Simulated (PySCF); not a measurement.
Telling isomers of C₄H₄N₂O apart by NMR

No solvent, one conformer, no relativistic terms, averaged over atoms made equivalent by symmetry, fast rotation or ring inversion. PBE0/pcSseg-1 with gauge-including orbitals; spin–spin couplings from B3LYP/pcJ-1 (spin–dipole term left out of most H,H and C,H couplings); geometry from GFN2-xTB; PySCF 2.14.0 with density-fitted response routines.

Shifts are taken against calculated references (same method and geometry level): 1H and 13C vs TMS. Multiplet labels drop J under 1 Hz and among equivalent protons, and merge close values. Unscaled 3J(H,H) run several per cent high. Where no couplings were computed, multiplicities follow the n + 1 count of equivalent neighbours, and m marks all less simple cases (inequivalent or close neighbours, rings, F or P nearby). Shifts are as computed. Against solution values, carbons near 30 ppm lie about +3 ppm off and those near 130 ppm about +5 ppm. Of 1211 compounds with measured shifts, 218 miss one by over three times the rms of a fit or turn the order of signals round; such compounds aren't used in these exercises.

(1) Tabulate the signals of `C=Cc1ncno1`, `C=Cc1nnco1` and their relative energies.

(2) What is the quickest way to tell C=Cc1ncno1 from C=Cc1nnco1?

## Answers

(1) 
```tsv
SMILES	carbon types	δC	δH	E rel. (kcal/mol)
C=Cc1ncno1	1×C 2×CH 1×CH2	183.9, 163.0, 137.2, 127.6	8.46 (s, 1H), 7.39 (m, 1H), 6.98 (m, 1H), 6.31 (m, 1H)	5.6
C=Cc1nnco1	1×C 2×CH 1×CH2	171.6, 157.4, 130.5, 130.4	8.20 (s, 1H), 7.24 (dd, 1H), 6.64 (d, 1H), 6.06 (d, 1H)	0.0
```

Energies are electronic energies at PBE0/pcSseg-1 on these geometries, without zero-point or thermal terms, each for the one conformer computed, which needn't be the lowest.

(2) Both give the same number of carbon signals, with the same numbers of each carbon type, so the positions decide. The first has a substituted aromatic carbon next to the ring oxygen (C) at 183.9 ppm, the second a substituted aromatic carbon next to the ring oxygen (C) at 171.6 ppm.
